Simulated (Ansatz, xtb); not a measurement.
## C5H6O2Se: 10 structures ranked

10 gas-phase structures of C5H6O2Se, from a drawn sample of its isomers (lower ones may exist). Each was relaxed with GFN2-xTB; where two conformers were screened, the lower at r2SCAN-D4/def2-SVP is listed:

A. `O=C(O)C1=C[C@H]([SeH])C1`, a singlet
B. `O=C(O)[C@@H]1CC=C[Se]1`, a singlet
C. `C[Se]C1=CCOC1=O`, a singlet
D. `O=C(O)[C@@H]1C=C[Se]C1`, a singlet
E. `O=CO[C@@H]1C=C[Se]C1`, a singlet
F. `COC1=CC(=O)C[Se]1`, a singlet
G. `C[Se]C1=COC(=O)C1`, a singlet
H. `CC(=O)C[Se]C=C=O`, a singlet
I. `O=COC1=C[Se]CC1`, a singlet
J. `C[Se][C@@H]1C=COC1=O`, a singlet

**Question.** Make a reasoned guess at their ranking by r2SCAN-D4/def2-SVP single-point energy.

**Answer.** Calculated order at r2SCAN-D4/def2-SVP: B (0.0), D (0.7), C (5.5), J (10.6), G (10.8), E (12.4), I (13.3), F (13.5), A (22.3), H (24.3) kcal/mol. Less than 1 kcal/mol parts B and D; J and G; E and I; I and F, so the order within those pairs means little.

Energies above the lowest of each column, in kcal/mol; the last columns are at PBE-D3(BJ)/def2-SVP geometries and were run for some of them only (a dash: not run or not comparable):

```
structure  GFN2-xTB  HF/STO-3G  r2SCAN-D4/def2-SVP  PBE-D3(BJ)/def2-SVP  CCSD(T)/def2-SVP + ΔMP2/def2-TZVPP
        B       0.0        8.0                 0.0                  0.0                                 0.0
        D       1.1        8.0                 0.7                  0.5                                 0.4
        C       1.0        1.2                 5.5                  5.8                                 9.1
        J       1.2        7.2                10.6                  9.7                                12.7
        G       0.4        0.0                10.8                  9.3                                12.3
        E       8.7       10.8                12.4                 12.3                                   –
        I       4.6        7.8                13.3                    –                                   –
        F       4.9        8.1                13.5                    –                                   –
        A      20.7       42.0                22.3                    –                                   –
        H      26.6       45.8                24.3                    –                                   –
```

CCSD(T)/def2-SVP + ΔMP2/def2-TZVPP puts B lowest of those it was run on, with D within 1 kcal/mol; HF/STO-3G picks G. CCSD(T)/def2-SVP + ΔMP2/def2-TZVPP orders those it was run on as B (0.0), D (0.4), C (9.1), G (12.3), J (12.7) kcal/mol. Less than 1 kcal/mol parts B and D; G and J, so the order within those pairs means little. Flexible structures stand in one conformer each, not always the lowest. Frequencies (GFN2-xTB) were run for B, C, D, G, J alone. ΔMP2 is the change of the MP2 energy from the smaller to the larger basis.

Over these structures GFN2-xTB departs from r2SCAN-D4/def2-SVP by 3.9 kcal/mol on average once a common shift is removed. A GFN2-xTB relaxation took about 0.25 s and the r2SCAN-D4/def2-SVP energy about 2.1 s on a shared host (Ansatz 0.2.0, xtb 6.7.1).
